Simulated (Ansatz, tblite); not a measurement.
Removing and adding an electron: SiMe3(NHtBu) (C₇H₁₉NSi). Total charge 0; singlet. Geometry: r2SCAN-D4/def2-SVP. Ansatz, gas phase; energy differences of separate SCF runs; the oxidised species was run as a doublet alone; the reduced species was run as a doublet alone.

Cartesian coordinates in Å:
```
Si 0.7747 1.1618 -0.1708
C 0.4602 2.7159 -1.1830
H 0.2573 2.4807 -2.2415
H 1.3364 3.3846 -1.1578
H -0.4015 3.2811 -0.7907
C 1.1744 1.6496 1.6035
H 0.2979 2.1085 2.0899
H 1.9948 2.3881 1.6179
H 1.4933 0.7956 2.2223
C 2.2802 0.2658 -0.8770
H 2.5149 -0.6596 -0.3249
H 3.1763 0.9087 -0.8279
H 2.1221 -0.0088 -1.9333
N -0.7224 0.2620 -0.2907
C -1.0493 -1.1133 0.1002
C -0.3193 -1.4659 1.3993
C -2.5636 -1.1999 0.3331
C -0.6445 -2.1111 -1.0001
H -1.3107 0.5691 -1.0637
H -0.5812 -2.4850 1.7243
H 0.7749 -1.4331 1.2664
H -0.5913 -0.7625 2.2018
H -2.8691 -0.4932 1.1203
H -2.8693 -2.2166 0.6295
H -3.1124 -0.9405 -0.5885
H 0.4426 -2.0750 -1.1752
H -1.1478 -1.8607 -1.9491
H -0.9175 -3.1465 -0.7343
```

The xTB rows come from tblite.

```json
{"level": "GFN1-xTB", "−HOMO (eV)": "10.60", "vertical IE (eV)": "13.34", "−LUMO (eV)": "3.91", "vertical EA (eV)": "1.69", "HOMO–LUMO gap (eV)": "6.69", "IE − EA (eV)": "11.65", "remarks": "–"}
{"level": "GFN2-xTB", "−HOMO (eV)": "9.55", "vertical IE (eV)": "12.43", "−LUMO (eV)": "3.23", "vertical EA (eV)": "0.45", "HOMO–LUMO gap (eV)": "6.32", "IE − EA (eV)": "11.98", "remarks": "–"}
{"level": "PBE-D4/def2-TZVP", "−HOMO (eV)": "5.03", "vertical IE (eV)": "7.89", "−LUMO (eV)": "0.07", "vertical EA (eV)": "-1.47", "HOMO–LUMO gap (eV)": "4.96", "IE − EA (eV)": "9.36", "remarks": "HOMO above zero (-1 doublet)"}
{"level": "PBE0-D4/def2-TZVP", "−HOMO (eV)": "6.36", "vertical IE (eV)": "8.09", "−LUMO (eV)": "-0.71", "vertical EA (eV)": "-1.79", "HOMO–LUMO gap (eV)": "7.08", "IE − EA (eV)": "9.88", "remarks": "HOMO above zero (-1 doublet)"}
{"level": "ωB97X-V/def2-TZVP", "−HOMO (eV)": "8.78", "vertical IE (eV)": "8.28", "−LUMO (eV)": "-2.49", "vertical EA (eV)": "-2.45", "HOMO–LUMO gap (eV)": "11.27", "IE − EA (eV)": "10.73", "remarks": "HOMO above zero (-1 doublet)"}
```

   A HOMO above zero means that the electron is unbound at that level or that self-interaction error raises the level; the energy of removing that electron tells which. Raw xTB energy differences between charge states are shifted by several eV; the methods need an empirical correction for them. Sets without diffuse functions give affinities that are too small. A negative affinity means that the extra electron isn't bound; its size then hangs on the basis.
